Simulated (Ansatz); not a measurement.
`[CH3][Ge]([Cl])([Cl])[Cl]` + H₂S → `[CH3][Ge]([SH])([Cl])[Cl]` + HCl at 400 K and 1 bar (ligand exchange at a Ge–Cl bond).

Isolated molecules relaxed with PBE0-D4/def2-TZVP in Ansatz; ΔE leaves out vibrations. CBS: MP2 limit from def2 TZ/QZ plus the TZ coupled-cluster correction, frozen cores. This one scheme is used for every species. For Ge outer-core shells are correlated without core-valence functions, which leaves a few kJ/mol of doubt a bond. Scalar relativity is left out up to krypton. Each species was taken in one conformer, which may not be the lowest.

```json
{"species": "`[CH3][Ge]([Cl])([Cl])[Cl]`", "CCSD(T)/CBS energy (Eh)": "-3495.45170", "H − E (kJ/mol)": "142.8", "S (J/(mol·K))": "402.7"}
{"species": "H₂S", "CCSD(T)/CBS energy (Eh)": "-398.97279", "H − E (kJ/mol)": "53.4", "S (J/(mol·K))": "215.9"}
{"species": "`[CH3][Ge]([SH])([Cl])[Cl]`", "CCSD(T)/CBS energy (Eh)": "-3434.03428", "H − E (kJ/mol)": "167.2", "S (J/(mol·K))": "430.3"}
{"species": "HCl", "CCSD(T)/CBS energy (Eh)": "-460.38127", "H − E (kJ/mol)": "29.6", "S (J/(mol·K))": "195.4"}
```

H − E and S are ideal-gas, rigid-rotor, harmonic terms from PBE0-D4/def2-TZVP, for one conformer and one mirror image of each species. 1 Eh = 2625.50 kJ/mol, R = 8.31446 J/(mol·K).

**Question.** By hand: ΔE, ΔH, ΔS and ΔG.

**Answer.** ΔE = (-3434.03428) + (-460.38127) − (-3495.45170) − (-398.97279) = 0.00894 Eh = 23.5 kJ/mol. Δ(H − E) = 167.2 + 29.6 − 142.8 − 53.4 = 0.6, so ΔH = 24.1 kJ/mol. ΔS = 430.3 + 195.4 − 402.7 − 215.9 = 7.1 J/(mol·K). ΔG = 24.1 − 400 × (7.1)/1000 = 21.3 kJ/mol.

**Question.** By hand: the equilibrium constant, and the temperature at which ΔG would vanish if ΔH and ΔS stayed fixed.

**Answer.** log₁₀ K = −ΔG/(RT ln 10) = -2.8. ΔG = 0 at ΔH/ΔS = 3394 K, far beyond where these terms or the molecules hold.

The number of gas molecules stays the same, so ΔS is small and ΔH decides. A doubt of 5 kJ/mol in ΔE shifts log₁₀ K by 0.7 here. Other conformers and mirror images would add mixing entropy, several J/(mol·K) or more a flexible species. These are equilibria of isolated gas molecules and say nothing of rates. Largest T1 diagnostic: 0.010 (customary marks: 0.02 for closed shells, 0.045 for open ones).
